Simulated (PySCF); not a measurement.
This PySCF input asks for the NMR shieldings of SMILES CC/C=C\[SiH2]S[SiH3], C$_{4}$H$_{12}$SSi$_{2}$; the geometry comes from GFN2-xTB.

```python
import basis_set_exchange as bse
import numpy as np
from pyscf import gto, dft
from pyscf.prop import nmr

atoms = """
C    -3.175750    0.130493   -0.718402
C    -2.065566   -0.726837   -0.107999
C    -1.224987    0.092000    0.812697
C     0.026472    0.469974    0.579472
Si    1.029001    0.049420   -0.950665
S     2.938294    1.049451   -0.795543
Si    3.898948    0.109477    0.865946
H    -3.805138    0.554156    0.061194
H    -2.742977    0.946446   -1.292606
H    -3.798619   -0.468404   -1.377959
H    -2.519313   -1.549800    0.451034
H    -1.448247   -1.146450   -0.902980
H    -1.728188    0.408278    1.720540
H     0.513175    1.094095    1.320868
H     0.497628    0.603194   -2.189927
H     1.292207   -1.385367   -1.076643
H     3.095838    0.304050    2.069173
H     5.178799    0.790065    0.942741
H     4.028622   -1.314990    0.581597
"""
names = dict.fromkeys(["C", "Si", "S", "H"], "pcSseg-1")
basis = {el: gto.basis.parse(bse.get_basis(n, elements=[el], fmt="nwchem")) for el, n in names.items()}
mol = gto.M(atom=atoms, basis=basis, charge=0, verbose=0)
mf = dft.RKS(mol, xc="PBE0")
mf.grids.level = 2
mf.grids.alignment = dft.numint.BLKSIZE   # the property module wants whole blocks of grid points
mf.conv_tol = 1e-9
mf.kernel()

calc = nmr.RKS(mf)   # GIAO
C = mf.mo_coeff
Co = C[:, mf.mo_occ > 0]
resp = mf.gen_response(singlet=True, hermi=2)
def vind(x):   # induced exchange potential for any number of trial vectors
    d = np.einsum("pi,xij,qj->xpq", C, 2 * x.reshape(-1, C.shape[1], Co.shape[1]), Co, optimize=True)
    return np.einsum("xpq,pi,qj->xij", resp(d - d.transpose(0, 2, 1)), C, Co, optimize=True).ravel()
mo1, _ = nmr.rhf.solve_mo1(calc, with_cphf=vind)
sigma = calc.kernel(mo1)
for i, s in enumerate(sigma):   # ppm
    w = np.linalg.eigvalsh((s + s.T) / 2)
    print("%2d %-2s iso %8.1f  s11 %8.1f  s22 %8.1f  s33 %8.1f" % (i, mol.atom_pure_symbol(i), w.mean(), *w))
```

Task: What does it print?

Result: 
```
 0 C  iso    170.7  s11    158.8  s22    167.6  s33    185.6
 1 C  iso    152.5  s11    141.9  s22    149.2  s33    166.5
 2 C  iso     22.7  s11   -105.6  s22     22.8  s33    151.0
 3 C  iso     58.7  s11    -43.6  s22     74.9  s33    144.7
 4 Si iso    391.5  s11    341.3  s22    396.3  s33    437.1
 5 S  iso    832.8  s11    787.9  s22    833.9  s33    876.5
 6 Si iso    408.0  s11    370.1  s22    397.0  s33    456.8
 7 H  iso     30.6  s11     26.7  s22     28.5  s33     36.6
 8 H  iso     30.8  s11     26.3  s22     30.3  s33     35.8
 9 H  iso     30.5  s11     26.3  s22     27.5  s33     37.7
10 H  iso     29.4  s11     25.5  s22     27.9  s33     34.8
11 H  iso     29.9  s11     25.8  s22     29.9  s33     34.0
12 H  iso     24.9  s11     22.2  s22     24.3  s33     28.0
13 H  iso     26.1  s11     23.6  s22     24.2  s33     30.4
14 H  iso     26.5  s11     21.6  s22     26.3  s33     31.6
15 H  iso     26.5  s11     22.0  s22     26.3  s33     31.1
16 H  iso     27.0  s11     22.6  s22     26.1  s33     32.4
17 H  iso     27.1  s11     23.1  s22     24.7  s33     33.4
18 H  iso     27.1  s11     23.3  s22     25.0  s33     33.0
```

These numbers come from an equivalent density-fitted implementation of the same equations, which agrees with the script to about 0.01 ppm for H and up to a few tenths of a ppm for heavy atoms, so last digits may differ.

Task: Turn these shieldings into chemical shifts. Referencing at the same level of theory: ¹³C (σref 186.93) and ²⁹Si (σref 349.16) and ¹H (σref 31.72) vs TMS; ³³S (σref 503.73) against CS2.

Result: Averaging equivalent atoms: C 2: 164.2; C 3: 128.3; C 1: 34.4; C 0: 16.3; Si 4: -42.4; Si 6: -58.8; S 5: -329; H 12: 6.85; H 13: 5.65; H 14/15: 5.23; H 16/17/18: 4.66; H 10/11: 2.05; H 7/8/9: 1.09 ppm. 

Size and cost of the density-fitted run: 200 basis functions, 37 s wall time on 1 thread of an Arm Neoverse V1, shared host; peak memory 0.84 GiB.
